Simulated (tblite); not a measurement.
C4H14B3N3.
SMILES with atom numbers: `[CH3:1][CH2:2][B:3]1[NH:4][BH:5][N:6]([CH2:7][CH3:8])[BH:9][NH:10]1` (hydrogens: H11, H12, H13 on C1; H14, H15 on C2; H16 on N4; H17 on B5; H18, H19 on C7; H20, H21, H22 on C8; H23 on B9; H24 on N10)

Computed with GFN2-xTB (tblite), gas phase: L-BFGS steps from a force-field or distance-geometry start until the largest atomic force falls under 0.01 eV/Å.

The end geometry, which sets the zero of energy:
```
atom  x, y, z in Å
C1     -3.7679   -0.6120   -0.1318
C2     -2.9281    0.5424    0.4301
B3     -1.3627    0.2741    0.2357
N4     -0.6009   -0.4546    1.1837
B5      0.7761   -0.7436    1.0209
N6      1.4271   -0.2813   -0.1540
C7      2.8533   -0.5127   -0.3261
C8      3.6757    0.6284    0.2720
B9      0.7142    0.4580   -1.1353
N10    -0.6612    0.7134   -0.9152
H11    -3.5750   -0.7399   -1.1948
H12    -3.5187   -1.5446    0.3701
H13    -4.8324   -0.4252    0.0036
H14    -3.2367    1.4633   -0.0710
H15    -3.1794    0.6629    1.4869
H16    -1.0642   -0.7912    2.0143
H17     1.3604   -1.3615    1.8331
H18     3.0806   -0.6001   -1.3926
H19     3.1303   -1.4511    0.1627
H20     4.7386    0.4444    0.1338
H21     3.4672    0.7174    1.3356
H22     3.4139    1.5665   -0.2114
H23     1.2465    0.8390   -2.1122
H24    -1.1686    1.2276   -1.6192
```

Problem. These geometries come from the run, each turned onto the end geometry. Order them by energy, lowest first.
A.
```
atom  x, y, z in Å
C1     -3.7933   -0.8024   -0.1907
C2     -2.8839    0.3764    0.1157
B3     -1.3482    0.0860   -0.0109
N4     -0.7400   -0.8210    0.8954
B5      0.6260   -0.7117    1.2316
N6      1.4375    0.1603    0.4404
C7      2.7281   -0.4498    0.1330
C8      3.8343    0.4684   -0.3949
B9      0.8589    1.1332   -0.4370
N10    -0.5250    0.9782   -0.7403
H11    -3.6548   -1.1014   -1.2306
H12    -3.5515   -1.6447    0.4627
H13    -4.8320   -0.5175   -0.0314
H14    -3.1477    1.2504   -0.4812
H15    -2.9890    0.6712    1.1668
H16    -1.3762   -1.2847    1.5068
H17     1.0846   -1.3187    2.1271
H18     2.4293   -1.1621   -0.6516
H19     3.0993   -1.0198    1.0050
H20     4.5552   -0.1810   -0.8919
H21     4.3334    0.9943    0.4265
H22     3.4247    1.1768   -1.1216
H23     1.4391    2.0672   -0.8507
H24    -1.0207    1.6717   -1.2594
```
B.
```
atom  x, y, z in Å
C1     -3.8250   -0.6197   -0.1139
C2     -2.9287    0.5200    0.3877
B3     -1.3651    0.2174    0.2324
N4     -0.6656   -0.6632    1.0955
B5      0.7273   -0.9019    0.9950
N6      1.4421   -0.3031   -0.0748
C7      2.8719   -0.5414   -0.2015
C8      3.6925    0.7207    0.0605
B9      0.7900    0.5800   -0.9802
N10    -0.5855    0.8372   -0.7764
H11    -3.6725   -0.7797   -1.1809
H12    -3.6139   -1.5512    0.4127
H13    -4.8768   -0.3807    0.0425
H14    -3.1879    1.4261   -0.1627
H15    -3.1794    0.7196    1.4321
H16    -1.1714   -1.1252    1.8353
H17     1.2791   -1.5701    1.7927
H18     3.0999   -0.9173   -1.2032
H19     3.1652   -1.3184    0.5091
H20     4.7402    0.4449    0.1886
H21     3.3432    1.2241    0.9653
H22     3.6003    1.4251   -0.7681
H23     1.3480    1.0822   -1.8804
H24    -1.0399    1.4944   -1.3885
```
C.
```
atom  x, y, z in Å
C1     -3.7545   -0.7225   -0.1392
C2     -2.9872    0.5137    0.3437
B3     -1.4010    0.3077    0.2898
N4     -0.7322   -0.6390    1.1058
B5      0.6501   -0.9147    1.0010
N6      1.4226   -0.1989    0.0489
C7      2.8303   -0.5481   -0.1102
C8      3.7800    0.6498   -0.1561
B9      0.8112    0.7945   -0.7658
N10    -0.5781    1.0307   -0.6098
H11    -3.4451   -0.9946   -1.1452
H12    -3.5694   -1.5719    0.5137
H13    -4.8262   -0.5335   -0.1565
H14    -3.2953    1.3648   -0.2688
H15    -3.3115    0.7360    1.3629
H16    -1.2678   -1.1676    1.7768
H17     1.1527   -1.7336    1.6762
H18     2.9433   -1.1398   -1.0261
H19     3.1089   -1.1869    0.7312
H20     4.7880    0.3381    0.1037
H21     3.4568    1.4026    0.5546
H22     3.8027    1.0976   -1.1439
H23     1.4137    1.4013   -1.5714
H24    -1.0040    1.7338   -1.1963
```
D.
```
atom  x, y, z in Å
C1     -3.8216   -0.5505   -0.0939
C2     -2.8952    0.5559    0.4261
B3     -1.3485    0.2122    0.1988
N4     -0.6211   -0.5892    1.1144
B5      0.7589   -0.8774    0.9742
N6      1.4499   -0.3336   -0.1404
C7      2.8893   -0.5097   -0.2605
C8      3.6398    0.7298    0.2292
B9      0.7592    0.4323   -1.1185
N10    -0.6229    0.6739   -0.9280
H11    -3.7051   -0.6697   -1.1691
H12    -3.5812   -1.5016    0.3773
H13    -4.8669   -0.3205    0.1131
H14    -3.1698    1.4933   -0.0642
H15    -3.0974    0.6914    1.4912
H16    -1.1063   -0.9628    1.9161
H17     1.3156   -1.5514    1.7617
H18     3.1505   -0.6991   -1.3064
H19     3.1969   -1.3750    0.3333
H20     4.7144    0.5745    0.1619
H21     3.3754    0.9384    1.2633
H22     3.3696    1.5928   -0.3753
H23     1.3197    0.8531   -2.0622
H24    -1.1151    1.2127   -1.6233
```
E.
```
atom  x, y, z in Å
C1     -3.7351   -0.7492   -0.1786
C2     -2.8515    0.4475    0.1841
B3     -1.3007    0.1583    0.1133
N4     -0.7292   -0.8407    1.0379
B5      0.6465   -0.5437    1.4139
N6      1.4773    0.3794    0.6965
C7      2.5194   -0.4105    0.0710
C8      3.6929    0.3940   -0.4354
B9      0.8560    1.2655   -0.2354
N10    -0.4796    1.0175   -0.7464
H11    -3.5457   -1.0383   -1.2090
H12    -3.4885   -1.5852    0.4736
H13    -4.7890   -0.4959   -0.0820
H14    -3.1307    1.3212   -0.4013
H15    -3.0536    0.7037    1.2212
H16    -0.6649   -1.7959    0.6557
H17     0.9682   -0.8774    2.4789
H18     2.0398   -0.8892   -0.8034
H19     2.7179   -1.1473    0.8635
H20     4.2986   -0.3594   -0.9163
H21     4.2216    0.8843    0.3768
H22     3.3729    1.1358   -1.1735
H23     1.2947    2.3141   -0.4565
H24    -0.3491    0.7311   -1.7297
```

Solution. D (0.010 eV), B (0.054 eV), C (0.104 eV), A (0.946 eV), E (3.953 eV).

In the order of the answer:

```csv
step,E above end (eV),largest force (eV/Å),rms force component (eV/Å),rms distance from end (Å),rms bond change (Å),bond most changed (Å)
135,0.010,0.04,0.012,0.132,0.001,C7–C8 +0.001
102,0.054,0.20,0.057,0.276,0.002,C8–H21 +0.005
89,0.104,0.09,0.028,0.493,0.002,N6–C7 +0.004
21,0.946,0.83,0.239,0.764,0.010,C2–B3 -0.032
8,3.953,1.61,0.487,0.936,0.022,B3–N4 +0.059
```

What follows is the cost of the whole relaxation. The run took 1.7 s on an Arm Neoverse V1 with one thread, shared host.
